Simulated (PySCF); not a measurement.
**Potential energy of LiCa along the bond**

Set-up: basis Li x2c-TZVPall, Ca x2c-TZVPall; spin-free X2C with a Gaussian nucleus; PySCF 2.14. Energies in eV from Li + Ca in their ground configurations at the same level. All curves are PBE0. state 1: ²Σ⁺ (doublet), unpaired electrons σ ↑; state 2: doublet, unpaired electrons π ↑, a second solution, started from another occupation; state 3: ⁴Π (quartet), unpaired electrons σ ↑↑, π ↑, a second solution, started from another occupation.

| R (Å) | state 1 | state 2 | state 3 |
| --- | --- | --- | --- |
| 2.953 | -0.2200 | 0.3713 | 1.2730 |
| 3.091 | -0.3008 | 0.3894 | 1.2284 |
| 3.228 | -0.3457 | 0.4346 | 1.2121 |
| 3.331 | -0.3615 | 0.4816 | 1.2143 |
| 3.434 | -0.3657 | 0.5371 | 1.2259 |
| 3.537 | -0.3609 | 0.5990 | 1.2447 |
| 3.674 | -0.3447 | 0.6884 | 1.2778 |
| 3.846 | -0.3142 | 0.8066 | 1.3265 |
| 4.052 | -0.2706 | 0.9516 | 1.3884 |
| 4.327 | -0.2113 | 1.1406 | 1.4657 |

Task: Put a parabola through the three lowest points of the state 1 curve and estimate Re, k and ωe (reduced mass 5.968 u; 1 eV/Å² = 0.16022 mdyn/Å; ωe = 1302.8·√(k/μ) cm⁻¹).

Result: Through R = 3.331, 3.434, 3.537 Å the second-order coefficient is 0.424 eV/Å², so Re ≈ 3.431 Å, k ≈ 0.136 mdyn/Å and ωe ≈ 197 cm⁻¹. A polynomial fit of higher order to the unrounded PBE0 energies gives Re = 3.426 Å, k = 0.137 mdyn/Å, ωe = 197 cm⁻¹; anharmonicity and rounding make the difference.

The higher-order fit for each curve: state 1: Re = 3.426 Å, ωe = 197 cm⁻¹, De = 0.366 eV; state 3: Re = 3.258 Å, ωe = 219 cm⁻¹, minimum 1.21 eV above the ground-state fragments. State 2 gave no clean fit.

The bond is weak. Basis-set superposition, not corrected here, can be much of De in a small basis, most of all at correlated wavefunction levels. Functionals without a dispersion term scatter widely for such bonds, and LDA overbinds them. ⟨S²⟩ of the unrestricted solution departs from its pure value on part of the curve, where spin states mix. The state is the lowest determinant that a PBE0 search found; another state may lie lower at other levels.
